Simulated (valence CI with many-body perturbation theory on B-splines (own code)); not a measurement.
**Questions on Ta⁶⁰⁺**

Computed by relativistic CI+MBPT: three valence electrons over a frozen Dirac-Fock core [Ne], radial functions for each j: 9 s, 9 p, 8 d, 6 f, 3 g, 1 h, with the one-electron correlation potential Σ1 (screened to all orders), the two-electron term Σ2, the three-electron term Σ3, Breit, model QED; selected single and double excitations, second order for the rest, scaled by the run's own slope (own B-spline code, finite nucleus).

No measured spectrum was set against this ion. As an estimate, large intervals hold to a few tenths of a per cent, small ones and those within an open d or f shell to about a per cent.

Levels are named by their leading jj configuration (3d3/2^4 stands for four electrons in 3d with j = 3/2), which in mixed levels can hold well under half, so a name can repeat and another be missing.

Rates and lifetimes use the calculated energies. Strong lines usually hold to 10 to 20 %, long lifetimes can be off by a factor of two.

**Question.** What is the ground level?

**Answer.** (3s^2 3p1/2) J=1/2, composition 100 % 3s²3p ²P°, g = 0.648.

**Question.** What is the ionisation energy?

**Answer.** 6503.2 eV; NIST lists 6502 ± 10 eV (theoretical).

**Question.** Among levels below 1117.9 eV, which E1 lines absorb most strongly from the ground level?

**Answer.** to (3s^2 3d3/2) J=3/2 at 2.174 nm, f = 0.462; to (3s 3p1/2 3p3/2) J=1/2 at 2.369 nm, f = 0.208; to (3s 3p1/2 3p3/2) J=3/2 at 2.415 nm, f = 0.121.

**Question.** Where does the other parity begin?

**Answer.** At (3s 3p1/2^2) J=1/2, 163.8 eV.

**Question.** What are the static dipole polarisabilities of the lowest levels?

**Answer.** (3s^2 3p1/2) J=1/2 0.00296 bohr³, of which the core gives 4.74e-05.
